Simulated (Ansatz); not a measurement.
Mulliken charges of FGeH5SSi (`F[SiH](S)[GeH3]`) from PBE/def2-TZVPP in Ansatz (PBE0-D4/def2-TZVP geometry).

```tsv
atom	x (Å)	y (Å)	z (Å)	charge (e)
F1	0.889	0.118	-2.071	-0.266
Si2	0.357	0.761	-0.701	0.448
S3	1.960	1.348	0.561	-0.232
Ge4	-1.034	-0.838	0.375	-0.007
H5	-0.325	2.031	-1.045	-0.070
H6	2.236	0.103	0.984	0.123
H7	-0.158	-1.973	0.931	-0.002
H8	-2.066	-1.433	-0.595	0.003
H9	-1.769	-0.164	1.544	0.004
```

Task: By hand: the dipole of these point charges (1 e Å = 4.8032 D).

Result: Σ q r = (-0.239, -0.128, 0.301) e Å, of length 0.405 e Å = 1.95 D.

Task: How does the dipole of the full density compare? (Estimate.)

Result: Computed: (-0.124, -0.095, 0.198) e Å, 1.21 D; the point charges give 1.61 times that, at 7° from its direction.

Point charges leave out the atoms' own dipoles, such as those of lone pairs, and Mulliken's split depends on the basis, so the two needn't agree.
